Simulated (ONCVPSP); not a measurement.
What one change does to a pseudopotential (silver (Ag), ONCV)

ONCVPSP 4.0.1 input, shortened (lines: element, Z, core and valence counts, functional; n l f; lmax; l rc ep ncon nbas qcut; lloc lpopt rc5 dvloc0; l nproj debl; icmod fcfact rcfact), PBEsol, scalar-relativistic:

```
  Ag 47.00    6    5  -116133      upf
    1    0    2.00
    2    0    2.00
    2    1    6.00
    3    0    2.00
    3    1    6.00
    3    2   10.00
    4    0    2.00
    4    1    6.00
    4    2   10.00
    5    0    0.75
    5    1    0.25
    2
    0    1.25    0.00    4    8    7.70
    1    1.40    0.00    4    8    8.80
    2    1.40    0.00    4    8   12.40
    4    2    0.85    6.00
    0    2    2.10
    1    2    3.20
    2    2    1.10
    0    0.00    0.00
```

Change: s: rc 0.98.

Cutoffs: the cutoffs (Ha) at which the residual kinetic energy of the hardest occupied pseudo-wave falls to 1 and 0.1 mHa per electron; they do not see the model core or the augmentation charge, which bear on the density cutoff. Errors are all-electron minus pseudo energies relative to the spin-unpolarised reference configuration.

Q: What does the change do?

A: The potential gets harder (38 Ha and 99 Ha → 143 Ha and 183 Ha); the errors of the 3 common tests hardly move; neither file shows a bound ghost. A smaller radius makes the pseudo-wave follow the all-electron one further in, where it bends more sharply, so more plane waves are needed.

| quantity | base | changed |
| --- | --- | --- |
| cutoff, loose | 38 Ha | 143 Ha |
| cutoff, tight | 99 Ha | 183 Ha |
| loose cutoff by channel | s 29 Ha, p 19 Ha, d 38 Ha | s 143 Ha, p 19 Ha, d 38 Ha |
| bound ghosts | none | none |
| GHOST(+) flags under 300 eV | none | none |
| tests with a reliable result | 3 of 4 | 3 of 4 |
| error for 4s2 4p6 4d10 5s1 5p0, meV [ΔE -0.95 eV] | +0.1 | +0.1 |
| error for 4s2 4p6 4d10 5s0 5p0, meV [ΔE 6.80 eV] | -1.1 | -1.1 |
| error for 4s2 4p6 4d9 5s1 5p1, meV [ΔE 7.66 eV] | +1.2 | +1.3 |
| p: phases at 1.42 bohr within 0.05 rad from the reference energy up to (Ha; the scan ends near 5) | to the end of the scan | to the end of the scan |
| d: phases at 1.42 bohr within 0.05 rad from the reference energy up to (Ha; the scan ends near 5) | to the end of the scan | to the end of the scan |
